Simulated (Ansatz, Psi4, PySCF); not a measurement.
Species: CH₂S (charge 0, singlet). SMILES: C=S
Coordinates optimised at B3LYP-D3(BJ)/def2-TZVP (Ansatz, an electronic-structure program):
```xyz
4

C     -0.9907     0.1914    -0.1620
S      0.5657    -0.1093     0.0925
H     -1.3280     1.0050    -0.8021
H     -1.7796    -0.4045     0.2939
```
Charge 0, spin multiplicity 1.

Property: atomisation energy, in kcal/mol. Terms: non-relativistic; six Cartesian d functions in 6-31G* and its kin unless marked 5d; valence correlation only; no spin-orbit coupling; no dispersion term unless named; atomisation electronic, to ground-state atoms; 6-311+G** with 5d, 6d on Na to Ar in Ansatz; UHF or UKS for open shells. Ab initio and DFT rows: single points at B3LYP-D3(BJ) geometries (Ansatz). The Hartree-Fock reference of C=S (CH2S) is unstable towards a lower, spin-broken solution.

```csv
level,program,atomisation energy (kcal/mol)
SVWN5/6-31G*,Ansatz,372.3
PBE/6-311+G**,Ansatz,329.3
BP86/6-31G* (5d),PySCF,334.8
B3LYP/3-21G,Ansatz,303.3
B3LYP/6-31G,Ansatz,301.4
B3LYP/6-31G*,Ansatz,320.3
M06-2X/6-311+G**,PySCF,319.5
wB97X-D/6-31G*,Psi4,321.1
MP2/STO-3G,Ansatz,317.3
MP2/6-31G*,Ansatz,296.3
B3LYP/def2-TZVPD,Ansatz,322.6
wB97X-V/def2-TZVPD,Ansatz,324.1
```

No value to compare with is used here. The 10 habitual levels span 296.3 (MP2/6-31G*) to 372.3 kcal/mol (SVWN5/6-31G*); wB97X-V/def2-TZVPD gives 324.1.

The levels are drawn from those run, B3LYP/6-31G* more often than the rest, none by its result; left out are runs that failed, that the program found above a lower state of the same kind, or whose <S^2> lies over 0.5 above the pure value.
